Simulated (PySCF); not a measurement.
**[ScCl2]+ at several levels of theory**

All levels use the PBE0 minimum (singlet; Sc–Cl 2.182 Å (×2); Cl–Sc–Cl 115.3°), basis [Sc def2-TZVP, Cl def2-TZVP], no relativity, density fitting, no spin–orbit coupling, PySCF. For vertical energies the ionised species is a doublet (spins chosen at PBE0 and kept). Open shells are unrestricted, also as the reference of the correlated levels. Dipoles are about the centre of mass. A dash marks a value that was not computed or is not defined at that level.

| level | vertical IP (eV) | −ε(HOMO) (eV) | gap (eV) | dipole (D) |
| --- | --- | --- | --- | --- |
| PBE0 | 16.75 | 14.50 | 5.74 | 6.29 |
| HF | 16.29 | 17.50 | 11.52 | 7.46 |
| MP2 | 17.27 | – | – | – |
| PBE | 16.48 | 13.20 | 3.45 | 5.84 |
| r2SCAN | 16.65 | 13.51 | 3.96 | 6.16 |
| B3LYP | 16.71 | 14.23 | 5.11 | 6.18 |
| TPSSh | 16.60 | 13.79 | 4.55 | 6.17 |

Spin contamination in at least one species weakens the values at: HF, MP2.
